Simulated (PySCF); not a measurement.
B(CF3)(H)(OH) (CH₂BF₃O), SMILES FC(BO)(F)F.

Geometry: PBE0-D3(BJ)/def2-SVP. This is a generated structure with no PubChem entry under its InChIKey; it may be hypothetical. Other conformers were not sampled.

Computed with PBE0-D3(BJ)/def2-SVP (PySCF).

No scaling factor is applied to the harmonic values.

**Question.** Estimate the vibrational spectrum. (The exact figures need the calculation; the answer reports its results.)

**Answer.** 
```tsv
mode	ν (cm⁻¹)	IR (km/mol)	moving atoms (share of kinetic energy)
1	70	0.3	F 38 %, O 31 %, H 17 %, B 11 %
2	212	12.8	F 52 %, O 33 %, H 9 %
3	276	15.4	F 45 %, H 33 %, B 17 %
4	392	9.5	F 50 %, O 31 %, B 11 %
5	522	13.1	F 89 %
6	531	6.3	F 78 %, B 9 %
7	639	31.9	F 48 %, B 31 %, H 12 %
8	757	144.9	H 66 %, B 18 %, O 11 %
9	804	20.6	F 71 %, B 16 %, H 8 %
10	889	2.6	H 69 %, B 28 %
11	1003	24.8	H 86 %, O 11 %
12	1163	320.9	H 49 %, C 23 %, B 12 %, F 8 %
13	1196	156.0	C 62 %, H 20 %, F 17 %
14	1202	255.7	C 72 %, F 27 %
15	1316	120.1	C 50 %, B 19 %, F 12 %, O 12 %
16	1504	87.3	B 56 %, O 21 %, C 17 %
17	2683	93.6	H 90 %, B 10 %
18	3828	106.4	H 94 %
```
